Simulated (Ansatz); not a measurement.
This geometry of Cl2Zn + H3Si (7 atoms, charge 0, multiplicity 2) is a first-order saddle point.

The calculation used UKS PBE0-D4/def2-SVP in Ansatz 0.2.0.

```xyz
7
Properties=species:S:1:pos:R:3
Zn 0.000 0.000 0.115
Cl 0.000 0.000 2.393
Cl 0.000 0.000 -2.021
Si 0.000 0.000 4.891
H -0.769 -1.197 5.338
H 1.421 -0.067 5.338
H -0.653 1.265 5.338
```

(1) Which two structures does it join? (They come from a converged band through this point; their orientation in space is the band's.)

(2) How far does it lie above each of them?

## Answers

(1) Bonds broken: Zn1–Cl2. Bonds formed: Cl2–Si4. Cl2Zn + H3Si becomes ClH3Si + ClZn.

Image 0:

```xyz
7
Properties=species:S:1:pos:R:3
Zn 0.000 0.000 -0.422
Cl 0.000 0.000 1.680
Cl 0.000 0.000 -2.519
Si 0.000 0.000 5.320
H -0.769 -1.197 5.778
H 1.421 -0.067 5.778
H -0.652 1.264 5.778
```

Image 8:

```xyz
7
Properties=species:S:1:pos:R:3
Zn 0.000 0.000 -0.464
Cl 0.000 0.000 2.953
Cl 0.000 0.000 -2.633
Si 0.000 0.000 5.032
H -0.763 -1.188 5.502
H 1.410 -0.067 5.502
H -0.647 1.254 5.502
```

(2) 0.243 eV above the first and 0.471 eV above the second. This is the barrier of this one path; another mechanism may lie lower.

Time of the run: 110 s on 4 threads of Arm Neoverse V2, on a shared host, peak memory 0.36 GiB.
